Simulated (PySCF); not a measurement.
Structure problem from calculated spectra and properties.

Elements present: C, H and O. Monoisotopic mass: 190.0994 u.

* Rotational structure: rotational constants A, B, C: 1.763, 0.363, 0.318 GHz [PBE0-D3(BJ)/def2-SVP]
* Couplings: largest of the computed one-bond spin–spin couplings (means over like bonds): 13C–1H +166.6, 13C–1H +166.6, 13C–1H +163.1, 13C–1H +162.4, 13C–1H +151.1, 13C–1H +139.3, 13C–1H +137.0, 13C–1H +136.3 (×3) Hz [B3LYP/pcJ-1, spin–dipole term left out]
* Triplet: lowest triplet excitation (Tamm–Dancoff): 4.03 eV [TDA B3LYP/def2-SVPD]
* 13C NMR: chemical shifts (computed TMS as zero) by class: 170.7 (1 C), 136.8 (1 C), 136.1 (1 C), 132.1 (1 C), 130.9 (1 C), 128.7 (1 C), 128.7 (1 C), 69.6 (1 C), 36.1 (1 C), 31.3 (1 C), 30.7 (1 C), 22.4 (1 C) ppm [GIAO B97-2/pcSseg-1]
* 1H NMR: chemical shifts (computed TMS as zero) by class: 7.18 (1 H), 7.18 (1 H), 7.11 (1 H), 7.10 (1 H), 4.73 (1 H), 3.28 (1 H), 2.93 (1 H), 2.76 (1 H), 2.41 (1 H), 2.04 (3 H), 1.84 (1 H), 1.75 (1 H) ppm [GIAO B97-2/pcSseg-1]
* UV, strongest line: among the 10 lowest singlet transitions: S7 at 6.50 eV (191 nm, f = 0.388) [TDDFT B3LYP/def2-SVPD]
* UV, first state: lowest singlet excitation: 5.16 eV (240 nm, f = 0.007) [TDDFT B3LYP/def2-SVPD]

Gas-phase values; electronic properties from PySCF, density fitting. Levels stand in brackets. NMR shifts are as computed; neighbouring signals can stand in another order in a measured spectrum. Isolated species at its PBE0-D3(BJ)/def2-SVP geometry (one conformer only). NMR values are class means; diastereotopic atoms form classes of their own.

Problem. Which formula fits the mass and the elements?

Solution. C12H14O2 (calculated 190.0994). No other formula that holds each of these elements comes within 0.0003 u with a fitting electron parity and a possible valence count.

Problem. What is the compound? Reason from the data.

Solution. Numbering: `[CH3:1][C:2](=[O:3])[O:4][C@@H:5]1[CH2:6][CH2:7][c:8]2[cH:9][cH:10][cH:11][cH:12][c:13]2[CH2:14]1`. Its formula, C12H14O2, gives 6 degrees of unsaturation: 2 rings and 4 π bonds in the structure found (Kekulé form). 12 carbons fall into 12 classes; from least to most shielded: ester carbonyl carbon [C2] (170.7 ppm), substituted aromatic carbon [C8] (136.8 ppm), substituted aromatic carbon [C13] (136.1 ppm), aromatic CH carbon [C12] (132.1 ppm), aromatic CH carbon [C9] (130.9 ppm), aromatic CH carbon [C10] (128.7 ppm), aromatic CH carbon [C11] (128.7 ppm), ring sp3 carbon bound to oxygen [C5] (69.6 ppm), benzylic-type carbon [C14] (36.1 ppm), benzylic-type carbon [C7] (31.3 ppm), ring CH2 carbon [C6] (30.7 ppm), methyl carbon next to a carbonyl [C1] (22.4 ppm). Hydrogen classes from least to most shielded: 1 H on an aromatic CH carbon, C11 (7.18 ppm), 1 H on an aromatic CH carbon, C10 (7.18 ppm), 1 H on an aromatic CH carbon, C9 (7.11 ppm), 1 H on an aromatic CH carbon, C12 (7.10 ppm), 1 H on an sp3 carbon bound to oxygen, C5 (4.73 ppm), 1 H on a benzylic-type carbon, C14 (3.28 ppm), 1 H on a benzylic-type carbon, C7 (2.93 ppm), 1 H on a benzylic-type carbon, C7 (2.76 ppm), 1 H on a benzylic-type carbon, C14 (2.41 ppm), 3 H on a methyl carbon next to a carbonyl, C1 (2.04 ppm), 1 H on a ring CH2 carbon, C6 (1.84 ppm), 1 H on a ring CH2 carbon, C6 (1.75 ppm). The couplings run between: +166.6 Hz, aromatic CH carbon [C11] and its hydrogen; +166.6 Hz, aromatic CH carbon [C10] and its hydrogen; +163.1 Hz, aromatic CH carbon [C12] and its hydrogen; +162.4 Hz, aromatic CH carbon [C9] and its hydrogen; +151.1 Hz, sp3 carbon bound to oxygen [C5] and its hydrogen; +139.3 Hz, benzylic-type carbon [C14] and its hydrogen; +137.0 Hz, ring CH2 carbon [C6] and its hydrogen; +136.3 Hz, methyl carbon next to a carbonyl [C1] and its hydrogen (with 2 like pairs). The optimised geometry has point group C1 and is an asymmetric top. Structure: `CC(=O)O[C@@H]1CCc2ccccc2C1`. The assignments are read from this structure; whether some other isomer fits the data as well wasn't checked. The mirror image fits equally.
